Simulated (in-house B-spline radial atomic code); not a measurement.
Configurations of Nb8+, with energies counted from [Ar] 3d10 4s2 (4p1/2)2 (4p3/2)1. Method: Dirac-Hartree-Fock, average of each configuration as written, Fermi nucleus of rms radius 4.324 fm. Calculated with a radial B-spline atomic code at the basis-set limit. Energies include first-order Breit, QED and recoil terms.

Occupations are held fixed; configurations that lie above the ionisation limit could autoionise.

| configuration | E - E(ref) (eV) | highest orbital | its <r> (bohr) |
| --- | --- | --- | --- |
| [Ar] 3d10 4s2 (4p1/2)1 (4p3/2)2 | 1.9228 | 4p3/2 | 1.16 |
| [Ar] 3d10 4s2 (4p1/2)2 (6p1/2)1 | 107.88 | 6p1/2 | 3.688 |
| [Ar] 3d10 4s2 (4p1/2)2 (5g9/2)1 | 112.51 | 5g9/2 | 3.012 |
| [Ar] 3d10 4s2 (4p1/2)2 8s1 | 131.2 | 8s1/2 | 7.183 |
| [Ar] (3d3/2)4 (3d5/2)5 4s2 (4p1/2)1 (4p3/2)2 (6g9/2)1 | 319.07 | 6g9/2 | 4.805 |
| [Ne] 3s2 (3p1/2)1 (3p3/2)4 3d10 4s2 (4p1/2)2 (4p3/2)1 5s1 | 435.09 | 5s1/2 | 2.08 |

Problem. Order these further configurations by energy, lowest first.
A. [Ar] (3d3/2)4 (3d5/2)5 4s2 (4p1/2)1 (4p3/2)3
B. [Ar] (3d3/2)4 (3d5/2)5 4s2 (4p3/2)3 (7f7/2)1
C. [Ar] 3d10 4s2 (4p1/2)1 (4p3/2)1 (5f7/2)1
D. [Ar] 3d10 4s1 (4p3/2)3 (6g9/2)1
E. [Ar] (3d3/2)3 (3d5/2)6 4s2 (4p1/2)2 (4p3/2)1 6s1

Solution. C (110.65 eV), D (160.37 eV), A (188.92 eV), E (296.75 eV), B (329.67 eV).

Problem. How far above the reference does [Ar] 3d10 4s2 (4p3/2)3 lie?

Solution. 5.3646 eV; its least bound orbital is 4p3/2 with <r> = 1.16 bohr.

Problem. How far above the reference does [Ar] (3d3/2)4 (3d5/2)5 4s2 (4p1/2)1 (4p3/2)2 (7g9/2)1 lie?

Solution. 327.27 eV; its least bound orbital is 7g9/2 with <r> = 6.951 bohr.
